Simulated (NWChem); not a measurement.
System: tert-butyl chloride (C₄H₉Cl); SMILES CC(C)(Cl)C

Here is an NWChem input.

```
start job
memory heap 200 mb stack 900 mb global 1100 mb
geometry units angstroms noautoz
  C     -0.305712     1.420752    -0.802521
  C      0.000000     0.000000    -0.356355
  C      1.383263    -0.445622    -0.802521
  C     -1.077551    -0.975130    -0.802521
  Cl     0.000000     0.000000     1.474679
  H     -0.317170     1.470890    -1.903695
  H     -1.287326     1.747113    -0.430143
  H      0.455614     2.121686    -0.431198
  H      2.156707     0.241301    -0.430143
  H      1.609627    -1.455416    -0.431198
  H      1.432414    -0.460768    -1.903695
  H     -1.115243    -1.010123    -1.903695
  H     -2.065240    -0.666270    -0.431198
  H     -0.869381    -1.988414    -0.430143
end
basis spherical
  * library def2-svp
end
dft
  xc xpbe96 cpbe96
  grid coarse
  iterations 150
  mulliken
end
task dft gradient
```

Output (shortened):

```
             Northwest Computational Chemistry Package (NWChem) 7.3.0
             --------------------------------------------------------

 C3  symmetry detected

                             Geometry "geometry" -> ""
                             -------------------------

 Output coordinates in angstroms (scale by  1.889725989 to convert to a.u.)

  No.       Tag          Charge          X              Y              Z
 ---- ---------------- ---------- -------------- -------------- --------------
    1 C                    6.0000     0.28872974     1.42430002    -0.80633954
    2 C                    6.0000     0.00000000     0.00000000    -0.36017354
    3 C                    6.0000     1.08911513    -0.96219730    -0.80633954
    4 C                    6.0000    -1.37784487    -0.46210272    -0.80633954
    5 Cl                  17.0000     0.00000000    -0.00000000     1.47086046
    6 H                    1.0000     0.29830523     1.47483204    -1.90751354
    7 H                    1.0000    -0.48008992     2.11639457    -0.43396154
    8 H                    1.0000     1.26701624     1.76176161    -0.43501654
    9 H                    1.0000     2.07289642    -0.64242722    -0.43396154
   10 H                    1.0000     0.89222219    -1.97814906    -0.43501654
   11 H                    1.0000     1.12808940    -0.99575592    -1.90751354
   12 H                    1.0000    -1.42639462    -0.47907611    -1.90751354
   13 H                    1.0000    -2.15923843     0.21638745    -0.43501654
   14 H                    1.0000    -1.59280650    -1.47396735    -0.43396154

 Effective nuclear repulsion energy (a.u.)     241.0553994828

      Symmetry information
      --------------------

 Group name             C3
 Group number              5
 Group order               3
 No. of unique centers     6

  pbe96 is a nonlocal functional; adding pw91lda local functional.

                                 NWChem DFT Module
                                 -----------------

 Summary of "ao basis" -> "ao basis" (spherical)
 ------------------------------------------------------------------------------
       Tag                 Description            Shells   Functions and Types
 ---------------- ------------------------------  ------  ---------------------
 C                          def2-svp                 6       14   3s2p1d
 Cl                         def2-svp                 8       18   4s3p1d
 H                          def2-svp                 3        5   2s1p

      Symmetry analysis of basis
      --------------------------

        a          43
        e+         38
        e-         38

  Rotation of axis

            General Information
            -------------------
          SCF calculation type: DFT
          Wavefunction type:  closed shell.
          No. of atoms     :    14
          No. of electrons :    50
           Alpha electrons :    25
            Beta electrons :    25
          Charge           :     0
          Spin multiplicity:     1
          Use of symmetry is: on ; symmetry adaption is: on
          Maximum number of iterations: 150
          AO basis - number of functions:   119
                     number of shells:    59
          Convergence on energy requested:  1.00D-06
          Convergence on density requested:  1.00D-05
          Convergence on gradient requested:  5.00D-04

              XC Information
              --------------
          PerdewBurkeErnzerhof Exchange Functional  1.000
            Perdew 1991 LDA Correlation Functional  1.000 local
           PerdewBurkeErnz. Correlation Functional  1.000 non-local

             Grid Information
             ----------------
          Grid used for XC integration:  coarse
          Radial quadrature: Mura-Knowles
          Angular quadrature: Lebedev.
          Tag              B.-S. Rad. Rad. Pts. Rad. Cut. Ang. Pts.
          ---              ---------- --------- --------- ---------
          C                   0.70       35          10.0       302
          Cl                  1.00       70          10.0       302
          H                   0.35       35          11.0       302
          Grid pruning is: on
          Number of quadrature shells:   245
          Spatial weights used:  Erf1

      Superposition of Atomic Density Guess
      -------------------------------------

 Sum of atomic energies:        -614.31627238

      Non-variational initial energy
      ------------------------------

 Total energy =    -617.444014
 1-e energy   =   -1319.889849
 2-e energy   =     461.390435
 HOMO         =      -0.375474
 LUMO         =       0.065249

      Symmetry analysis of molecular orbitals - initial
      -------------------------------------------------

  Numbering of irreducible representations:

     1 a           2 e+          3 e-

  Orbital symmetries:

     1 a           2 a           3 e+          4 e+          5 a
     6 a           7 a           8 e+          9 e+         10 a
    11 e+         12 e+         13 a          14 a          15 a
    16 e+         17 e+         18 e+         19 e+         20 a
    21 a          22 e+         23 e+         24 e+         25 e+
    26 a          27 a          28 e+         29 e+         30 e+
    31 e+         32 a          33 e+         34 e+         35 a

     ---------------------------------------------
      Total Density - Mulliken Population Analysis
     ---------------------------------------------

    Atom       Charge   Shell Charges
 -----------   ------   -------------------------------------------------------
    1 C    6     6.19   1.99  0.97  0.17  2.06  0.98  0.02
    2 C    6     6.05   1.99  0.92  0.39  1.65  1.04  0.06
    3 C    6     6.19   1.99  0.97  0.17  2.06  0.98  0.02
    4 C    6     6.19   1.99  0.97  0.17  2.06  0.98  0.02
    5 Cl  17    17.29   2.00  1.99  1.23  0.71  5.94  2.15  3.26  0.02
    6 H    1     0.90   0.67  0.21  0.02
    7 H    1     0.90   0.67  0.21  0.02
    8 H    1     0.90   0.67  0.21  0.02
    9 H    1     0.90   0.67  0.21  0.02
   10 H    1     0.90   0.67  0.21  0.02
   11 H    1     0.90   0.67  0.21  0.02
   12 H    1     0.90   0.67  0.21  0.02
   13 H    1     0.90   0.67  0.21  0.02
   14 H    1     0.90   0.67  0.21  0.02

   convergence    iter        energy       DeltaE   RMS-Dens  Diis-err
 ---------------- ----- ----------------- --------- --------- ---------
 d= 0,ls=0.0,diis     1   -617.3173321465 -8.58D+02  9.98D-03  5.78D-01
 d= 0,ls=0.0,diis     2   -617.2828270831  3.45D-02  7.73D-03  7.63D-01
 d= 0,ls=0.0,diis     3   -617.3617829580 -7.90D-02  2.50D-03  1.21D-01
 d= 0,ls=0.0,diis     4   -617.3767947994 -1.50D-02  4.68D-04  4.46D-03
 d= 0,ls=0.0,diis     5   -617.3773245190 -5.30D-04  1.32D-04  3.09D-04
  Resetting Diis
 d= 0,ls=0.0,diis     6   -617.3773651419 -4.06D-05  3.91D-05  7.85D-06
 d= 0,ls=0.0,diis     7   -617.3773663002 -1.16D-06  1.92D-05  6.88D-07
 d= 0,ls=0.0,diis     8   -617.3773662738  2.64D-08  9.96D-06  8.66D-07

         Total DFT energy =     -617.377366273835
      One electron energy =    -1324.910652610928
           Coulomb energy =      519.326879385178
    Exchange-Corr. energy =      -52.848992530870
 Nuclear repulsion energy =      241.055399482785

 Numeric. integr. density =       49.999869473850

                  Occupations of the irreducible representations
                  ----------------------------------------------

                     irrep           alpha         beta
                     --------     --------     --------
                     a                11.0         11.0
                     e+               14.0         14.0
                     e-                0.0          0.0

                       DFT Final Molecular Orbital Analysis
                       ------------------------------------

 Vector   23  Occ=2.000000D+00  E=-3.089416D-01  Symmetry=a
              MO Center=  2.7D-14,  5.6D-14, -9.9D-03, r^2= 4.0D+00
   Bfn.  Coefficient  Atom+Function         Bfn.  Coefficient  Atom+Function
  ----- ------------  ---------------      ----- ------------  ---------------
    69      0.399088   5 Cl pz               66      0.331186   5 Cl pz
    20     -0.261470   2 C  pz               63      0.190412   5 Cl pz
    75     -0.169853   6 H  s               100     -0.169853  11 H  s
   105     -0.169853  12 H  s                 6      0.167397   1 C  pz
    34      0.167397   3 C  pz               48      0.167397   4 C  pz

 Vector   24  Occ=2.000000D+00  E=-2.407349D-01  Symmetry=e+
              MO Center= -2.0D-02, -5.4D-02,  1.2D+00, r^2= 2.0D+00
   Bfn.  Coefficient  Atom+Function         Bfn.  Coefficient  Atom+Function
  ----- ------------  ---------------      ----- ------------  ---------------
    67      0.624778   5 Cl px               64      0.453439   5 Cl px
    61      0.264650   5 Cl px               45      0.134719   4 C  s
    18     -0.133730   2 C  px               31     -0.122864   3 C  s
    48      0.098379   4 C  pz               46      0.091190   4 C  px
    34     -0.089694   3 C  pz              105     -0.086658  12 H  s

 Vector   25  Occ=2.000000D+00  E=-2.407349D-01  Symmetry=e+
              MO Center=  2.0D-02,  5.4D-02,  1.2D+00, r^2= 2.0D+00
   Bfn.  Coefficient  Atom+Function         Bfn.  Coefficient  Atom+Function
  ----- ------------  ---------------      ----- ------------  ---------------
    68      0.624778   5 Cl py               65      0.453439   5 Cl py
    62      0.264650   5 Cl py                3     -0.148716   1 C  s
    19     -0.133730   2 C  py                6     -0.108584   1 C  pz
     5      0.104406   1 C  py               75      0.095647   6 H  s
    76      0.091352   6 H  s                31      0.084624   3 C  s

 Vector   26  Occ=0.000000D+00  E= 9.915513D-04  Symmetry=a
              MO Center=  1.5D-14, -8.3D-15,  3.1D-01, r^2= 3.6D+00
   Bfn.  Coefficient  Atom+Function         Bfn.  Coefficient  Atom+Function
  ----- ------------  ---------------      ----- ------------  ---------------
    17      0.932088   2 C  s                69      0.792431   5 Cl pz
    23      0.691483   2 C  pz               60     -0.593710   5 Cl s
    20      0.477159   2 C  pz               66      0.278019   5 Cl pz
    81     -0.272150   7 H  s                86     -0.271778   8 H  s
    91     -0.272150   9 H  s                96     -0.271778  10 H  s

 Vector   27  Occ=0.000000D+00  E= 2.901831D-02  Symmetry=a
              MO Center=  4.1D-14,  9.5D-15, -1.4D+00, r^2= 6.7D+00
   Bfn.  Coefficient  Atom+Function         Bfn.  Coefficient  Atom+Function
  ----- ------------  ---------------      ----- ------------  ---------------
     3      1.149613   1 C  s                31      1.149613   3 C  s
    45      1.149613   4 C  s                76     -0.786445   6 H  s
   101     -0.786445  11 H  s               106     -0.786445  12 H  s
    81     -0.477568   7 H  s                86     -0.477766   8 H  s
    91     -0.477568   9 H  s                96     -0.477766  10 H  s

 Vector   28  Occ=0.000000D+00  E= 8.730736D-02  Symmetry=e+
              MO Center= -9.0D-02,  5.4D-01, -5.1D-01, r^2= 7.8D+00
   Bfn.  Coefficient  Atom+Function         Bfn.  Coefficient  Atom+Function
  ----- ------------  ---------------      ----- ------------  ---------------
    31      1.492119   3 C  s                45     -1.203863   4 C  s
   111      1.134445  13 H  s                91     -1.008963   9 H  s
    81      0.968264   7 H  s                86     -0.687024   8 H  s
     7      0.643713   1 C  px              101     -0.601371  11 H  s
   106      0.485060  12 H  s                96     -0.447420  10 H  s

     ---------------------------------------------
      Total Density - Mulliken Population Analysis
     ---------------------------------------------

    Atom       Charge   Shell Charges
 -----------   ------   -------------------------------------------------------
    1 C    6     5.92   1.98  0.92  0.08  2.13  0.78  0.02
    2 C    6     6.37   1.98  0.94  0.37  2.02  0.99  0.06
    3 C    6     5.92   1.98  0.92  0.08  2.13  0.78  0.02
    4 C    6     5.92   1.98  0.92  0.08  2.13  0.78  0.02
    5 Cl  17    17.13   2.00  1.98  1.27  0.70  5.93  2.15  3.07  0.03
    6 H    1     0.98   0.74  0.21  0.02
    7 H    1     0.97   0.74  0.21  0.02
    8 H    1     0.97   0.74  0.21  0.02
    9 H    1     0.97   0.74  0.21  0.02
   10 H    1     0.97   0.74  0.21  0.02
   11 H    1     0.98   0.74  0.21  0.02
   12 H    1     0.98   0.74  0.21  0.02
   13 H    1     0.97   0.74  0.21  0.02
   14 H    1     0.97   0.74  0.21  0.02

     -------------------------------------------
      Total Density - Lowdin Population Analysis
     -------------------------------------------

    Atom       Charge   Shell Charges
 -----------   ------   -------------------------------------------------------
    1 C    6     6.07   1.96  0.59  0.30  1.91  1.24  0.07
    2 C    6     6.10   1.96  0.64  0.31  1.88  1.18  0.13
    3 C    6     6.07   1.96  0.59  0.30  1.91  1.24  0.07
    4 C    6     6.07   1.96  0.59  0.30  1.91  1.24  0.07
    5 Cl  17    16.97   2.00  1.96  1.05  0.80  5.82  2.28  3.04  0.03
    6 H    1     0.97   0.63  0.27  0.07
    7 H    1     0.97   0.63  0.27  0.07
    8 H    1     0.97   0.63  0.27  0.07
    9 H    1     0.97   0.63  0.27  0.07
   10 H    1     0.97   0.63  0.27  0.07
   11 H    1     0.97   0.63  0.27  0.07
   12 H    1     0.97   0.63  0.27  0.07
   13 H    1     0.97   0.63  0.27  0.07
   14 H    1     0.97   0.63  0.27  0.07

     Multipole analysis of the density
     ---------------------------------

     L   x y z        total         alpha         beta         nuclear
     -   - - -        -----         -----         ----         -------
     0   0 0 0     -0.000000    -25.000000    -25.000000     50.000000

     1   1 0 0     -0.000000     -0.000000     -0.000000      0.000000
     1   0 1 0     -0.000000     -0.000000     -0.000000      0.000000
     1   0 0 1     -0.757837     -0.378918     -0.378918      0.000000

     2   2 0 0    -29.011438    -79.735229    -79.735229    130.459020
     2   1 1 0     -0.000000     -0.000000     -0.000000     -0.000000
     2   1 0 1     -0.000000     -0.000000     -0.000000      0.000000
     2   0 2 0    -29.011438    -79.735229    -79.735229    130.459020
     2   0 1 1     -0.000000     -0.000000     -0.000000      0.000000
     2   0 0 2    -30.169121   -124.552823   -124.552823    218.936526

[...]

                         DFT ENERGY GRADIENTS

    atom               coordinates                        gradient
                 x          y          z           x          y          z
   1 C       0.545620   2.691537  -1.523761   -0.000011   0.000125   0.000067
   2 C       0.000000   0.000000  -0.680629    0.000000   0.000000   0.001451
   3 C       2.058129  -1.818289  -1.523761    0.000114  -0.000053   0.000067
   4 C      -2.603749  -0.873248  -1.523761   -0.000102  -0.000072   0.000067
   5 Cl      0.000000  -0.000000   2.779523   -0.000000   0.000000  -0.007913
   6 H       0.563715   2.787028  -3.604678   -0.000123  -0.000538   0.005230
   7 H      -0.907238   3.999406  -0.820068    0.003577  -0.003444  -0.001585
   8 H       2.394314   3.329247  -0.822062   -0.004605  -0.001801  -0.001558
   9 H       3.917206  -1.214011  -0.820068   -0.004771  -0.001376  -0.001585
  10 H       1.686055  -3.738160  -0.822062    0.000743   0.004888  -0.001558
  11 H       2.131780  -1.881706  -3.604678   -0.000404   0.000376   0.005230
  12 H      -2.695495  -0.905323  -3.604678    0.000527   0.000162   0.005230
  13 H      -4.080369   0.408913  -0.822062    0.003862  -0.003088  -0.001558
  14 H      -3.009968  -2.785394  -0.820068    0.001194   0.004820  -0.001585
```

Level: PBE/def2-SVP. Coordinates come from a PBE0/def2-SVP optimisation.
